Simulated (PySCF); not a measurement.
Method: r2SCAN-D4/def2-TZVP in PySCF. All species are isolated molecules in the gas phase. Delta-SCF ions had no search for a lower state. 

Reference species (SMILES): `[InH3]` (neutral, multiplicity 1).

```
Quantity                                   Value
--------------------------------------  --------
HOMO                                    -7.29 eV
LUMO                                    -2.30 eV
HOMO–LUMO gap                            4.99 eV
vertical ionisation energy (Delta-SCF)  10.44 eV
```

Changed species: `[F][InH][F]` (2 of 3 H replaced by F; the reference has 0 of 3 H replaced by F).

### Question
Predict the effect on the HOMO, LUMO, HOMO–LUMO gap and vertical ionisation energy (Delta-SCF).

### Answer
the HOMO drops by 1.35 eV, to -8.64 eV; the LUMO drops by 0.18 eV, to -2.48 eV; the HOMO–LUMO gap goes up by 1.17 eV, to 6.16 eV; the vertical ionisation energy (Delta-SCF) increases by 1.59 eV, to 12.03 eV.
